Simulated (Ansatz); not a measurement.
Species: difluoro(dimethyl)germane, C$_{2}$H$_{6}$F$_{2}$Ge, net charge 0, singlet state. SMILES: [CH3][Ge]([F])([F])[CH3]
Geometry: optimised at B3LYP-D3(BJ)/def2-TZVP (Ansatz, a first-principles code).

Computed values are from Ansatz. Correlated levels leave the core frozen unless marked. Open shells are spin-unrestricted. No spin-orbit coupling. The frozen core is the preceding noble-gas configuration, with the filled d and f shells of earlier blocks. Non-relativistic. CBS(X,Y): correlation extrapolated as X^-3; Hartree-Fock from the larger set. [CCSD(T)-MP2]/basis is that difference in the basis named.

```
Item                                                                                                             Value
-------------------------------------------  -------------------------------------------------------------------------
atomisation energy De                                           996.2 kcal/mol at CCSD(T)/CBS(aug-cc-pVTZ,aug-cc-pVQZ)
vertical ionisation energy (to the doublet)  11.57 eV at RI-MP2/CBS(aug-cc-pVTZ,aug-cc-pVQZ)+[CCSD(T)-MP2]/aug-cc-pVTZ
vertical triplet-singlet gap                  7.80 eV at RI-MP2/CBS(aug-cc-pVTZ,aug-cc-pVQZ)+[CCSD(T)-MP2]/aug-cc-pVTZ
total energy                                                     -2354.9325 Eh at CCSD(T)/CBS(aug-cc-pVTZ,aug-cc-pVQZ)
dipole moment                                                                            3.51 D at CCSD(T)/aug-cc-pVDZ
T1 diagnostic                                                                                0.011 at CCSD/aug-cc-pVQZ
```
